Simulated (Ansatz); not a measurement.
## Relaxing a trial structure of F2GeH3Sb

The starting geometry of this gas-phase singlet was optimised with GFN2-xTB; its bonds are those of `[F][GeH]([F])[SbH2]`.

```xyz
7

F    -1.2625   -2.0915    0.0872
F    -1.3663   -0.4447    2.2129
Ge   -0.1875   -1.5183    1.3995
Sb    1.5583    0.0521    0.2654
H    -0.4121   -2.7377    2.3317
H     2.5015   -1.3213   -0.0660
H     2.3628    0.1472    1.7615
```

Problem. Where would you expect an optimisation with PBE0-D3(BJ)/def2-SVP to take it?

Solution. It keeps its bonds, and is `[F][GeH]([F])[SbH2]`.

The energy falls by 0.35 eV over 7 steps:

```
step  E − E(last) (eV)
   1             0.348
   2             0.104
   3             0.054
   4             0.038
   5             0.005
   6             0.000
   7             0.000
```

Final geometry (Å):

```xyz
7

F    -1.2958   -2.0825    0.0423
F    -1.4144   -0.3986    2.2011
Ge   -0.3315   -1.4557    1.3458
Sb    1.5628    0.0094    0.3087
H    -0.0505   -2.6415    2.2857
H     2.4262   -1.4309   -0.0507
H     2.2972    0.0857    1.8591
```

Frequencies at the end are all real (lowest 80 cm⁻¹). Atoms past krypton carry core potentials, without spin–orbit terms. Run with Ansatz 0.2.0, 37 s on 1 thread of Intel(R) Xeon(R) Platinum 8259CL CPU @ 2.50GHz (Skylake/Cascade Lake), on a shared host.
